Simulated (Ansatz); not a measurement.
Potential energy curve for SMg, lowest singlet found (which spin is the ground state isn't settled by this scan).

Computed with full CI/cc-pVDZ, frozen core in Ansatz (a quantum-chemistry and plane-wave program).

### Question
Relative to R = 2.15 Å, what are the energies at R = 1.91, 2.05, 2.36, 2.44 Å?

### Answer
0.744 eV at 1.91 Å, 0.142 eV at 2.05 Å, 0.142 eV at 2.36 Å, 0.285 eV at 2.44 Å.

The scan ran from 1.78 to 8.30 Å; beyond the distances shown full CI changes its symmetry label. Also computed but left out beside FCI, since their determinant holds another spin at the minimum (<S²> over 0.7 above the pure value): UHF, UMP2, UCCSD, UCCSD(T), UCCSDT, UCCSDT(Q), UHF/6-31G*.
